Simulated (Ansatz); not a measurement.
Geometry optimisation, RKS PBE/def2-SVP (Ansatz 0.2.0).

Input:

```yaml
crystal:
  periodic: [false, false, false]
  atoms:
    - { symbol: Ta, position_ang: [-0.132699, -0.181513, 0.02576] }
    - { symbol: Cl, position_ang: [2.255483, -0.610229, 0.255773] }
    - { symbol: Cl, position_ang: [-0.296754, -0.639425, 2.317672] }
    - { symbol: Cl, position_ang: [0.322529, 0.565834, -2.132984] }
    - { symbol: Cl, position_ang: [-1.821103, 1.382201, 0.220152] }
    - { symbol: F, position_ang: [-0.923731, -1.770331, -0.501239] }
    - { symbol: S, position_ang: [1.642728, 2.791427, 1.299646] }
    - { symbol: H, position_ang: [1.386342, 2.374058, 2.56943] }
    - { symbol: H, position_ang: [2.583606, 1.791376, 1.120591] }
basis:
  gaussian: { orbitals: def2-SVP }
hamiltonian:
  xc: pbe
relax:
  f_tol: 0.03
  max_steps: 50
```

Command:

```bash
$ ansatz run input.yaml --threads 4 --pin off --max-ram 5120MiB --backend cpu --events-out ev --progress --plain --runs-dir out
```

Where does it end, and by what steps?

The run converged. After 8 steps the energy has fallen by 0.397 eV; S7 moved furthest, 0.64 Å. Joined: Ta1–S7 (3.69 → 2.84 Å).

| step | energy less start (eV) | largest force component (eV/Å) | accepted |
| --- | --- | --- | --- |
| 0 | 0.0000 | 1.104 | yes |
| 1 | -0.1240 | 0.586 | yes |
| 2 | -0.2374 | 0.642 | yes |
| 3 | -0.3285 | 0.738 | yes |
| 4 | -0.3448 | 0.322 | yes |
| 5 | -0.3764 | 0.429 | yes |
| 6 | -0.3922 | 0.146 | yes |
| 7 | -0.3960 | 0.073 | yes |
| 8 | -0.3971 | 0.019 | yes |

```xyz
9
Properties=species:S:1:pos:R:3
Ta 0.033 -0.051 0.157
Cl 2.216 -0.939 0.239
Cl -0.154 -0.470 2.470
Cl 0.557 0.906 -1.924
Cl -1.818 1.387 0.320
F -0.854 -1.571 -0.461
S 1.301 2.349 0.996
H 1.147 2.196 2.344
H 2.589 1.896 1.033
```

Whether the end is a true minimum wasn't checked by a vibrational analysis.

Time of the run: 30 s on 4 threads of Arm Neoverse V1 (shared host), peak memory 0.25 GiB.
